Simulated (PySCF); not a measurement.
C₅H₇F, SMILES C(C)[C@@H](F)C#C.

The structure is a stationary point at B3LYP-D3(BJ)/def2-SVP. The structure was generated by enumeration; whether it is a known compound was not checked. The values are those of a single conformer.

Two levels are set side by side: PBE/def2-TZVP (PySCF) and M06-2X/def2-TZVP (PySCF). Same geometry, gas phase. Differences are taken from unrounded values.

```json
[
 {"quantity": "orbital gap (eV)", "M06-2X": "10.54"},
 {"quantity": "highest occupied level (eV)", "M06-2X": "-9.33"},
 {"quantity": "lowest empty level (eV)", "M06-2X": "1.21"},
 {"quantity": "dipole moment (D)", "M06-2X": "1.87"},
 {"quantity": "mean polarisability (bohr³)", "M06-2X": "57.3"}
]
```

Q: What does PBE give, and how far is it from M06-2X? (An estimate is asked for; the answer gives what the named calculation found.)

A: 
```tsv
quantity	PBE	PBE minus M06-2X
orbital gap (eV)	5.99	-4.55
highest occupied level (eV)	-6.79	2.54
lowest empty level (eV)	-0.81	-2.01
dipole moment (D)	1.69	-0.17
mean polarisability (bohr³)	59.9	2.6
```

Without exact exchange PBE keeps part of each electron's self-repulsion, which lifts occupied levels and narrows the gap. PBE's more diffuse valence density responds more strongly to a field. Differences between two approximate levels are no errors against the true value.

Rough cost on one machine, each run with all the roots and properties that it gave: M06-2X against PBE about 4 times.
